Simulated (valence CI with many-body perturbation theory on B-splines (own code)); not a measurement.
The numbers below are computed, except where a source is named.
Energy levels of Ca5+

Method: relativistic CI+MBPT: five valence electrons over a frozen Dirac-Fock core [Ne], a basis of 9 s, 9 p, 8 d, 6 f, 3 g, 1 h functions for each j, with the one-electron correlation potential Σ1, the two-electron term Σ2, the three-electron term Σ3, Breit, model QED; selected CI, second order for the rest, scaled by the run's own slope (own B-spline code, finite nucleus).

No measured levels were compared; by estimate levels hold to about 100 cm⁻¹ or 0.05 % of their energy and the worst to 300 or 400 cm⁻¹, as in measured light ions of charge 2 to 7. Among the levels kept, up to 910 cm⁻¹ of a level comes from second order outside the variational space, and about a tenth of that is noise between levels of different J, which matters for small intervals.

Levels 1 to 45 of 47, with energies above the lowest level, 3s²3p³ ⁴S°_3/2. "Leading %" is the weight of the configuration and term that name the level; weights of strongly mixed levels are sums over their largest components and can fall short. In the jj column 3d3/2^4 stands for four electrons in 3d with j = 3/2.

| No. | Configuration | Term | J | E (cm⁻¹) | Leading % | Leading jj | g |
| --- | --- | --- | --- | --- | --- | --- | --- |
| 1 | 3s²3p³ | ⁴S° | 3/2 | 0 | 96 | 3s^2 3p1/2 3p3/2^2 (52 %) | 2.000 |
| 2 | 3s²3p³ | ²D° | 3/2 | 27047 | 93 | 3s^2 3p1/2 3p3/2^2 (43 %) | 0.812 |
| 3 | 3s²3p³ | ²D° | 5/2 | 27456 | 95 | 3s^2 3p1/2 3p3/2^2 (95 %) | 1.200 |
| 4 | 3s²3p³ | ²P° | 1/2 | 44882 | 94 | 3s^2 3p1/2 3p3/2^2 (94 %) | 0.665 |
| 5 | 3s²3p³ | ²P° | 3/2 | 45438 | 92 | 3s^2 3p3/2^3 (61 %) | 1.323 |
| 6 | 3s3p⁴ | ⁴P | 5/2 | 155720 | 87 | 3s 3p1/2^2 3p3/2^2 (61 %) | 1.600 |
| 7 | 3s3p⁴ | ⁴P | 3/2 | 157700 | 86 | 3s 3p1/2 3p3/2^3 (76 %) | 1.734 |
| 8 | 3s3p⁴ | ⁴P | 1/2 | 158760 | 86 | 3s 3p3/2^4 (36 %) | 2.669 |
| 9 | 3s3p⁴ | ²D | 3/2 | 193330 | 74 | 3s 3p1/2 3p3/2^3 (47 %) | 0.801 |
| 10 | 3s3p⁴ | ²D | 5/2 | 193530 | 74 | 3s 3p1/2 3p3/2^3 (53 %) | 1.201 |
| 11 | 3s²3p²3d | ²P | 3/2 | 222790 | 55 | 3s^2 3p1/2 3p3/2 3d5/2 (23 %) | 1.332 |
| 12 | 3s²3p²3d | ²P | 1/2 | 224830 | 53 | 3s^2 3p3/2^2 3d5/2 (30 %) | 0.704 |
| 13 | 3s3p⁴ | ²S | 1/2 | 234080 | 75 | 3s 3p1/2^2 3p3/2^2 (44 %) | 1.963 |
| 14 | 3s²3p²3d | ⁴F | 3/2 | 245440 | 95 | 3s^2 3p1/2 3p3/2 3d3/2 (37 %) | 0.404 |
| 15 | 3s²3p²3d | ⁴F | 5/2 | 246180 | 95 | 3s^2 3p1/2 3p3/2 3d3/2 (56 %) | 1.032 |
| 16 | 3s²3p²3d | ⁴F | 7/2 | 247240 | 95 | 3s^2 3p1/2 3p3/2 3d5/2 (58 %) | 1.240 |
| 17 | 3s²3p²3d | ⁴F | 9/2 | 248640 | 96 | 3s^2 3p3/2^2 3d5/2 (59 %) | 1.333 |
| 18 | 3s²3p²3d | ²F | 5/2 | 253810 | 76 | 3s^2 3p1/2 3p3/2 3d3/2 (58 %) | 0.963 |
| 19 | 3s²3p²3d | ⁴D | 7/2 | 254550 | 50 | 3s^2 3p1/2 3p3/2 3d5/2 (64 %) | 1.293 |
| 20 | 3s²3p²3d | ⁴D | 1/2 | 254650 | 95 | 3s^2 3p1/2 3p3/2 3d3/2 (76 %) | -0.001 |
| 21 | 3s²3p²3d | ⁴D | 3/2 | 254880 | 95 | 3s^2 3p1/2 3p3/2 3d3/2 (33 %) | 1.196 |
| 22 | 3s²3p²3d | ⁴D | 5/2 | 255710 | 75 | 3s^2 3p1/2 3p3/2 3d5/2 (40 %) | 1.262 |
| 23 | 3s²3p²3d | ²F | 7/2 | 257650 | 50 | 3s^2 3p3/2^2 3d5/2 (88 %) | 1.277 |
| 24 | 3s²3p²3d | ²G | 7/2 | 282110 | 95 | 3s^2 3p1/2 3p3/2 3d3/2 (54 %) | 0.889 |
| 25 | 3s²3p²3d | ²G | 9/2 | 282460 | 95 | 3s^2 3p1/2 3p3/2 3d5/2 (59 %) | 1.112 |
| 26 | 3s²3p²3d | ²P | 3/2 | 295080 | 48 | 3s^2 3p1/2 3p3/2 3d5/2 (34 %) | 1.332 |
| 27 | 3s²3p²3d | ²P | 1/2 | 297540 | 50 | 3s^2 3p3/2^2 3d5/2 (27 %) | 0.694 |
| 28 | 3s²3p²3d | ⁴P | 5/2 | 298370 | 84 | 3s^2 3p1/2 3p3/2 3d5/2 (44 %) | 1.597 |
| 29 | 3s²3p²3d | ⁴P | 3/2 | 299470 | 83 | 3s^2 3p1/2 3p3/2 3d3/2 (27 %) | 1.725 |
| 30 | 3s²3p²3d | ⁴P | 1/2 | 300090 | 83 | 3s^2 3p3/2^2 3d3/2 (48 %) | 2.640 |
| 31 | 3s²3p²3d | ²D | 3/2 | 304190 | 90 | 3s^2 3p1/2^2 3d3/2 (33 %) | 0.810 |
| 32 | 3s²3p²3d | ²D | 5/2 | 306890 | 90 | 3s^2 3p3/2^2 3d5/2 (60 %) | 1.204 |
| 33 | 3s²3p²3d | ²D | 5/2 | 321370 | 79 | 3s^2 3p1/2 3p3/2 3d5/2 (44 %) | 1.200 |
| 34 | 3s²3p²3d | ²D | 3/2 | 321880 | 78 | 3s^2 3p1/2 3p3/2 3d3/2 (33 %) | 0.802 |
| 35 | 3s²3p²3d | ²P | 1/2 | 332500 | 80 | 3s^2 3p1/2 3p3/2 3d5/2 (61 %) | 0.746 |
| 36 | 3s²3p²3d | ²P | 3/2 | 333840 | 85 | 3s^2 3p3/2^2 3d5/2 (44 %) | 1.331 |
| 37 | 3s²3p²3d | ²S | 1/2 | 335730 | 70 | 3s^2 3p1/2 3p3/2 3d3/2 (28 %) | 1.924 |
| 38 | 3s²3p²3d | ²F | 5/2 | 336750 | 92 | 3s^2 3p1/2 3p3/2 3d3/2 (28 %) | 0.866 |
| 39 | 3s²3p²3d | ²F | 7/2 | 337160 | 94 | 3s^2 3p1/2 3p3/2 3d5/2 (58 %) | 1.143 |
| 40 | 3s²3p²3d | ²D | 5/2 | 349410 | 88 | 3s^2 3p3/2^2 3d5/2 (47 %) | 1.191 |
| 41 | 3s²3p²3d | ²D | 3/2 | 350220 | 91 | 3s^2 3p3/2^2 3d3/2 (43 %) | 0.800 |
| 42 | 3s3p³3d | ⁶D° | 1/2 | 350520 | 99 | 3s 3p1/2 3p3/2^2 3d3/2 (53 %) | 3.337 |
| 43 | 3s3p³3d | ⁶D° | 3/2 | 350550 | 99 | 3s 3p1/2 3p3/2^2 3d3/2 (46 %) | 1.868 |
| 44 | 3s3p³3d | ⁶D° | 5/2 | 350600 | 99 | 3s 3p1/2 3p3/2^2 3d3/2 (35 %) | 1.658 |
| 45 | 3s3p³3d | ⁶D° | 7/2 | 350680 | 99 | 3s 3p1/2 3p3/2^2 3d5/2 (34 %) | 1.588 |

Names give the largest LS component (configuration and term), which can be under half, so a name can repeat, a term be missing and a line seem to break the LS rules; names also repeat where a configuration has a term twice.

The ionisation energy to 3s²3p² ³P0 of the next ion comes out as 107.64 eV (NIST: 108.78 ± 0.25 eV (semi-empirical), further off than twice its uncertainty). All 47 levels together are meant to be complete up to 364960 cm⁻¹.
